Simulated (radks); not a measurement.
Valence configurations of Tc2+ (all share [Kr]). Calculated with a radial shooting solver on a logarithmic mesh with Libxc functionals: Dirac Kohn-Sham, PBE, spin-unpolarised, spherical densities, finite nucleus; open shells fill j = l - 1/2 first; Fermi nuclear charge, rms radius 4.4112 fm. Energies are relative to 4d5; eigenvalues in eV.

valence      E (eV)  e(4d3/2)  e(4d5/2)  e(5p1/2)  e(5s1/2)
4d5           0.000   -22.605   -22.298         -         -
4d3 5s2      11.457   -29.149         -         -   -21.486
4d4 5s1       4.708   -25.776         -         -   -19.917
4d4.5 5s0.5   2.152   -24.166   -23.847         -   -19.145
4d4 5p1      10.146   -26.753         -   -15.072         -
4d3 5p2      23.100   -31.015         -   -16.761         -
4d3 5s1 5p1  17.251   -30.095         -   -16.252   -22.075
4d4.5 5p0.5   4.776   -24.665   -24.343   -14.204         -
4d2 5s1 5p2  32.442   -34.438         -   -17.876   -24.112
4d2 5s2 5p1  26.233   -33.548         -   -17.401   -23.582

NIST lists [Kr] 4d5 as the ground configuration; this level of theory agrees among the configurations tried. The energies are those of spherical spin-averaged densities, not of single terms.
